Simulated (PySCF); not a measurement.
Simulation results for CH5BGeSi, Ge2H8OSi, CH4BGeN, AlGeH4N2 and others

Calculation on a computer-drawn molecule: the log of a Hartree-Fock and frozen-core CCSD(T) single point meant for a local Hartree-Fock minimum, with one planted fault or none, to be diagnosed. Offsets are logged minus clean, where the clean run is the same molecule without the fault. The reference is restricted for singlets and unrestricted otherwise, and also for a bond in bohr or an excited solution. Adding or removing an electron swaps singlet and doublet. The excited solution moves the top pair (singlet) or top alpha electron (doublet) to the lowest empty orbital. Highest occupied and lowest empty are orbital energies over both spins, largest force is the largest gradient component, triples share is (T) over the correlation energy, the T1 limit is 0.02 restricted and 0.045 unrestricted, electrons count all cores, a negative frequency is imaginary (commonest isotopes), and the dipole is about the centre of nuclear charge; on germanium a core potential holds 10 electrons, which the energies leave out, and 3d is frozen in MP2 and coupled-cluster steps. Program: PySCF 2.14.0.

Common to all runs: meant multiplicity 1; meant basis and core potential on germanium cc-pVDZ-PP ECP10MDF; logged SCF converged yes; possible faults no fault, one electron removed, one electron added, multiplicity raised by two, geometry at a saddle point, SCF held on an excited solution, minimal basis STO-3G, one bond length entered in bohr, all coordinates scaled.

```json
{"entry": 1, "formula": "CH5BGeSi", "logged_structure": {"atoms_angstrom": [["B", -2.2634, 0.1807, 0.0259], ["Ge", -1.1269, 0.1649, -1.6937], ["Si", 0.7495, -0.5803, -0.2852], ["C", 2.0834, 0.3861, 0.1364], ["H", -2.3687, 1.1992, 0.6553], ["H", -2.8513, -0.7929, 0.4143], ["H", 0.7023, -1.9887, 0.1708], ["H", 2.8927, 0.0122, 0.7553], ["H", 2.1824, 1.4189, -0.1791]]}, "given": {"meant_charge": 0, "meant_basis": "cc-pV(D+d)Z", "logged_electrons": 62, "logged_basis_functions": 99, "logged_spin_squared": 0.0, "logged_highest_occupied [eV]": -8.0292, "logged_lowest_empty [eV]": -0.063039, "logged_largest_force [hartree/bohr]": 3.4423e-05, "logged_lowest_frequency [cm^-1]": -73.454, "logged_T1_diagnostic": 0.019565, "logged_D1_diagnostic": 0.060472, "logged_triples_share": 0.038245, "logged_CC_converged": "yes", "logged_dipole_magnitude [debye]": 1.3621, "logged_SCF_stable_within_its_kind": "yes", "logged_energy_HF [hartree]": -647.67041, "logged_energy_CCSD(T) [hartree]": -648.139, "drawn_bonds_atom": [1, 2, 3, 1, 1, 3, 4, 4], "drawn_bonds_other_atom": [2, 3, 4, 5, 6, 7, 8, 9], "drawn_bonds_order": [1, 1, 2, 1, 1, 1, 1, 1]}, "results": {"planted_fault": "geometry at a saddle point", "HF_energy_offset_from_clean_run [kcal/mol]": 1.738, "CCSD(T)_energy_offset_from_clean_run [kcal/mol]": 3.386}}
{"entry": 2, "formula": "Ge2H8OSi", "logged_structure": {"atoms_angstrom": [["O", 3.0206, -0.1829, -1.2359], ["Si", 1.8479, -1.0867, -0.4795], ["Ge", -0.3054, -0.0138, -0.6369], ["Ge", 2.4382, -1.5203, 1.8174], ["H", 3.2116, 0.686, -0.9161], ["H", 1.8042, -2.3667, -1.2164], ["H", -1.3784, -0.8424, 0.0814], ["H", -0.7271, 0.1686, -2.1], ["H", -0.2599, 1.3742, 0.021], ["H", 3.7585, -2.2946, 1.9128], ["H", 2.6057, -0.1992, 2.5844], ["H", 1.3417, -2.3359, 2.5146]]}, "given": {"meant_charge": 0, "meant_basis": "cc-pV(D+d)Z", "logged_electrons": 94, "logged_basis_functions": 123, "logged_spin_squared": 0.0, "logged_highest_occupied [eV]": -9.8076, "logged_lowest_empty [eV]": 2.797, "logged_largest_force [hartree/bohr]": 2.0388e-05, "logged_lowest_frequency [cm^-1]": 73.535, "logged_T1_diagnostic": 0.012687, "logged_D1_diagnostic": 0.030236, "logged_triples_share": 0.024015, "logged_CC_converged": "yes", "logged_dipole_magnitude [debye]": 0.96673, "logged_SCF_stable_within_its_kind": "yes", "logged_energy_HF [hartree]": -955.24587, "logged_energy_CCSD(T) [hartree]": -955.81161, "drawn_bonds_atom": [1, 2, 2, 1, 2, 3, 3, 3, 4, 4, 4], "drawn_bonds_other_atom": [2, 3, 4, 5, 6, 7, 8, 9, 10, 11, 12], "drawn_bonds_order": [1, 1, 1, 1, 1, 1, 1, 1, 1, 1, 1]}, "results": {"planted_fault": "no fault", "HF_energy_offset_from_clean_run [kcal/mol]": 0.0, "CCSD(T)_energy_offset_from_clean_run [kcal/mol]": 0.0}}
{"entry": 3, "formula": "CH4BGeN", "logged_structure": {"atoms_angstrom": [["C", 1.9332, -0.0158, 0.0], ["B", 0.5472, 0.0991, 0.0], ["N", -0.8511, 0.2056, 0.0], ["Ge", -2.1105, -1.1634, 0.0], ["H", 2.4273, -0.9808, 0.0], ["H", 2.5775, 0.856, 0.0], ["H", -1.1899, 1.153, 0.0], ["H", -3.3337, -0.1536, 0.0]]}, "given": {"meant_charge": 0, "meant_basis": "cc-pVDZ", "logged_electrons": 54, "logged_basis_functions": 85, "logged_spin_squared": 0.0, "logged_highest_occupied [eV]": -7.7856, "logged_lowest_empty [eV]": 0.65444, "logged_largest_force [hartree/bohr]": 1.4462e-05, "logged_lowest_frequency [cm^-1]": -579.46, "logged_T1_diagnostic": 0.020534, "logged_D1_diagnostic": 0.073113, "logged_triples_share": 0.034602, "logged_CC_converged": "yes", "logged_dipole_magnitude [debye]": 2.6316, "logged_SCF_stable_within_its_kind": "yes", "logged_energy_HF [hartree]": -412.67361, "logged_energy_CCSD(T) [hartree]": -413.1857, "drawn_bonds_atom": [1, 2, 3, 1, 1, 3, 4], "drawn_bonds_other_atom": [2, 3, 4, 5, 6, 7, 8], "drawn_bonds_order": [2, 1, 1, 1, 1, 1, 1]}, "results": {"planted_fault": "geometry at a saddle point", "HF_energy_offset_from_clean_run [kcal/mol]": 12.26, "CCSD(T)_energy_offset_from_clean_run [kcal/mol]": 12.62}, "notes": ["T1 above single-reference limit"]}
{"entry": 4, "formula": "AlGeH4N2", "logged_structure": {"atoms_angstrom": [["N", 1.8658, 2.1185, -0.4796], ["Ge", 1.3422, 1.0834, 0.8247], ["N", 0.413, -0.3077, 0.5458], ["Al", -1.2891, -2.9034, 0.3195], ["H", 1.645, 1.9421, -1.4418], ["H", 2.4155, 2.9443, -0.332], ["H", 1.794, 1.5495, 2.1852], ["H", -2.132, -4.1857, 0.1884]]}, "given": {"meant_charge": 1, "meant_basis": "cc-pV(D+d)Z", "logged_electrons": 62, "logged_basis_functions": 94, "logged_spin_squared": 1.0724, "logged_highest_occupied [eV]": -12.294, "logged_lowest_empty [eV]": -4.8768, "logged_largest_force [hartree/bohr]": 0.03068, "logged_T1_diagnostic": 0.024548, "logged_D1_diagnostic": 0.10139, "logged_triples_share": 0.030481, "logged_CC_converged": "yes", "logged_dipole_magnitude [debye]": 8.8711, "logged_SCF_stable_within_its_kind": "yes", "logged_energy_HF [hartree]": -646.16351, "logged_energy_CCSD(T) [hartree]": -646.64443, "drawn_bonds_atom": [1, 2, 3, 1, 1, 2, 4], "drawn_bonds_other_atom": [2, 3, 4, 5, 6, 7, 8], "drawn_bonds_order": [1, 2, 1, 1, 1, 1, 1]}, "results": {"planted_fault": "one bond length entered in bohr, row 3 of the drawn bonds", "HF_energy_offset_from_clean_run [kcal/mol]": 88.45, "CCSD(T)_energy_offset_from_clean_run [kcal/mol]": 108.5}}
{"entry": 5, "formula": "CH4GeO", "logged_structure": {"atoms_angstrom": [["C", -0.4899, 0.5258, -1.6641], ["Ge", -1.2115, -0.1623, 0.0797], ["O", -2.4649, 1.087, 0.3349], ["H", -0.1005, 1.5428, -1.5331], ["H", -1.2893, 0.5707, -2.4136], ["H", 0.3141, -0.1041, -2.0528], ["H", -2.5544, 1.7669, -0.319]]}, "given": {"meant_charge": 0, "meant_basis": "cc-pVDZ", "logged_electrons": 50, "logged_basis_functions": 71, "logged_spin_squared": 0.0, "logged_highest_occupied [eV]": -4.933, "logged_lowest_empty [eV]": -2.613, "logged_largest_force [hartree/bohr]": 0.049492, "logged_dipole_magnitude [debye]": 3.5043, "logged_SCF_stable_within_its_kind": "no", "logged_energy_HF [hartree]": -408.15098, "drawn_bonds_atom": [1, 2, 1, 1, 1, 3], "drawn_bonds_other_atom": [2, 3, 4, 5, 6, 7], "drawn_bonds_order": [1, 1, 1, 1, 1, 1]}, "results": {"planted_fault": "SCF held on an excited solution", "HF_energy_offset_from_clean_run [kcal/mol]": 186.5}, "notes": ["coupled-cluster numbers left out as unreliable"]}
{"entry": 6, "formula": "B2GeH5O", "logged_structure": {"atoms_angstrom": [["B", -2.3584, -0.3931, 1.3924], ["O", -1.354, 0.1645, 1.0275], ["Ge", 0.3628, 1.1046, 0.5144], ["B", 0.2315, 1.2793, -1.5537], ["H", -3.3335, -0.9339, 1.7445], ["H", 1.3069, 0.0867, 1.1235], ["H", 0.1579, 2.3281, 1.3859], ["H", 1.1379, 1.8081, -2.1146], ["H", -0.7237, 0.8577, -2.1241]]}, "given": {"meant_charge": 1, "meant_basis": "cc-pVDZ", "logged_electrons": 54, "logged_basis_functions": 90, "logged_spin_squared": 2.0137, "logged_highest_occupied [eV]": -12.135, "logged_lowest_empty [eV]": -7.0316, "logged_largest_force [hartree/bohr]": 0.055913, "logged_T1_diagnostic": 0.020319, "logged_D1_diagnostic": 0.078432, "logged_triples_share": 0.02803, "logged_CC_converged": "yes", "logged_dipole_magnitude [debye]": 5.8555, "logged_SCF_stable_within_its_kind": "yes", "logged_energy_HF [hartree]": -420.1593, "logged_energy_CCSD(T) [hartree]": -420.62931, "drawn_bonds_atom": [1, 2, 3, 1, 3, 3, 4, 4], "drawn_bonds_other_atom": [2, 3, 4, 5, 6, 7, 8, 9], "drawn_bonds_order": [1, 1, 1, 1, 1, 1, 1, 1]}, "results": {"planted_fault": "multiplicity raised by two", "HF_energy_offset_from_clean_run [kcal/mol]": 94.28, "CCSD(T)_energy_offset_from_clean_run [kcal/mol]": 96.56}}
{"entry": 7, "formula": "CH7BGeSi", "logged_structure": {"atoms_angstrom": [["B", -0.8561, 2.7543, -2.5288], ["Ge", -1.8358, 1.474, -1.2118], ["Si", -0.2259, -0.1077, -0.3964], ["C", 1.295, -0.3299, -1.1204], ["H", -0.6756, 2.429, -3.667], ["H", -0.4319, 3.8089, -2.1532], ["H", -2.9775, 0.695, -1.881], ["H", -2.4289, 2.2003, 0.0044], ["H", -0.5895, -0.894, 0.8], ["H", 1.6075, 0.2216, -2.0009], ["H", 2.023, -1.041, -0.744]]}, "given": {"meant_charge": 0, "meant_basis": "cc-pV(D+d)Z", "logged_electrons": 64, "logged_basis_functions": 109, "logged_spin_squared": 2.0336, "logged_highest_occupied [eV]": -6.1389, "logged_lowest_empty [eV]": 0.64011, "logged_largest_force [hartree/bohr]": 0.11006, "logged_T1_diagnostic": 0.014377, "logged_D1_diagnostic": 0.053758, "logged_triples_share": 0.026295, "logged_CC_converged": "yes", "logged_dipole_magnitude [debye]": 1.64, "logged_SCF_stable_within_its_kind": "yes", "logged_energy_HF [hartree]": -648.79238, "logged_energy_CCSD(T) [hartree]": -649.24912, "drawn_bonds_atom": [1, 2, 3, 1, 1, 2, 2, 3, 4, 4], "drawn_bonds_other_atom": [2, 3, 4, 5, 6, 7, 8, 9, 10, 11], "drawn_bonds_order": [1, 1, 2, 1, 1, 1, 1, 1, 1, 1]}, "results": {"planted_fault": "multiplicity raised by two", "HF_energy_offset_from_clean_run [kcal/mol]": 39.2, "CCSD(T)_energy_offset_from_clean_run [kcal/mol]": 63.84}}
{"entry": 8, "formula": "B2GeH3O", "logged_structure": {"atoms_angstrom": [["B", 0.6478, 1.2833, -1.8529], ["Ge", 2.5615, 1.3989, -0.9017], ["B", 3.5656, -0.1498, -1.7908], ["O", 4.0639, -1.0565, -2.3516], ["H", -0.412, 1.2227, -2.3768], ["H", 3.0523, 2.7791, -1.2873], ["H", 2.23, 1.1853, 0.5608]]}, "given": {"meant_charge": 1, "meant_basis": "cc-pVDZ", "logged_electrons": 51, "logged_basis_functions": 80, "logged_spin_squared": 0.7554, "logged_highest_occupied [eV]": -23.941, "logged_lowest_empty [eV]": -13.455, "logged_largest_force [hartree/bohr]": 0.14718, "logged_T1_diagnostic": 0.022932, "logged_D1_diagnostic": 0.098993, "logged_triples_share": 0.025721, "logged_CC_converged": "yes", "logged_dipole_magnitude [debye]": 4.842, "logged_SCF_stable_within_its_kind": "yes", "logged_energy_HF [hartree]": -418.493, "logged_energy_CCSD(T) [hartree]": -418.87643, "drawn_bonds_atom": [1, 2, 3, 1, 2, 2], "drawn_bonds_other_atom": [2, 3, 4, 5, 6, 7], "drawn_bonds_order": [1, 1, 2, 1, 1, 1]}, "results": {"planted_fault": "one electron removed", "HF_energy_offset_from_clean_run [kcal/mol]": 352.2, "CCSD(T)_energy_offset_from_clean_run [kcal/mol]": 395.9}}
{"entry": 9, "formula": "AlGeH3NO", "logged_structure": {"atoms_angstrom": [["O", 1.5784, -0.8903, -0.2905], ["Ge", 0.9396, 0.4711, -1.1177], ["N", -0.6662, 0.5636, -1.6265], ["Al", -2.2012, 0.8136, -2.1882], ["H", 1.0126, -1.6313, -0.1056], ["H", 2.023, 1.4961, -1.2874], ["H", -3.636, 1.026, -2.7033]]}, "given": {"meant_charge": 1, "meant_basis": "cc-pV(D+d)Z", "logged_electrons": 62, "logged_basis_functions": 89, "logged_spin_squared": 0.0, "logged_highest_occupied [eV]": -15.692, "logged_lowest_empty [eV]": -3.375, "logged_largest_force [hartree/bohr]": 2.3235e-05, "logged_lowest_frequency [cm^-1]": 90.934, "logged_T1_diagnostic": 0.019684, "logged_D1_diagnostic": 0.056947, "logged_triples_share": 0.030515, "logged_CC_converged": "yes", "logged_dipole_magnitude [debye]": 6.2343, "logged_SCF_stable_within_its_kind": "yes", "logged_energy_HF [hartree]": -666.12971, "logged_energy_CCSD(T) [hartree]": -666.65073, "drawn_bonds_atom": [1, 2, 3, 1, 2, 4], "drawn_bonds_other_atom": [2, 3, 4, 5, 6, 7], "drawn_bonds_order": [1, 2, 1, 1, 1, 1]}, "results": {"planted_fault": "no fault", "HF_energy_offset_from_clean_run [kcal/mol]": 0.0, "CCSD(T)_energy_offset_from_clean_run [kcal/mol]": 0.0}}
{"entry": 10, "formula": "BGeH4NSi", "logged_structure": {"atoms_angstrom": [["B", -0.3925, 0.3252, 1.008], ["Si", -0.3148, 0.8434, -0.9512], ["N", 0.7116, 0.2212, -1.9603], ["Ge", 1.9923, -0.3072, -3.1062], ["H", -1.2185, -0.4471, 1.4033], ["H", 0.3927, 0.7688, 1.7954], ["H", -1.3258, 1.8457, -1.3654], ["H", 1.2472, -1.6183, -3.6422]]}, "given": {"meant_charge": 0, "meant_basis": "cc-pV(D+d)Z", "logged_electrons": 62, "logged_basis_functions": 94, "logged_spin_squared": 0.0, "logged_highest_occupied [eV]": -7.9633, "logged_lowest_empty [eV]": 0.74789, "logged_largest_force [hartree/bohr]": 4.9683e-06, "logged_lowest_frequency [cm^-1]": 66.559, "logged_T1_diagnostic": 0.023157, "logged_D1_diagnostic": 0.074079, "logged_triples_share": 0.036836, "logged_CC_converged": "yes", "logged_dipole_magnitude [debye]": 3.4379, "logged_SCF_stable_within_its_kind": "yes", "logged_energy_HF [hartree]": -663.70303, "logged_energy_CCSD(T) [hartree]": -664.18428, "drawn_bonds_atom": [1, 2, 3, 1, 1, 2, 4], "drawn_bonds_other_atom": [2, 3, 4, 5, 6, 7, 8], "drawn_bonds_order": [1, 2, 1, 1, 1, 1, 1]}, "results": {"planted_fault": null}, "notes": ["T1 above single-reference limit"]}
```

**Q.** Which fault was planted in the run of BGeH4NSi (entry 10)?
**A.** no fault

Further results for BGeH4NSi (entry 10):

| Property | Result |
| --- | --- |
| HF energy offset from clean run | 0 kcal/mol |
| CCSD(T) energy offset from clean run | 0 kcal/mol |
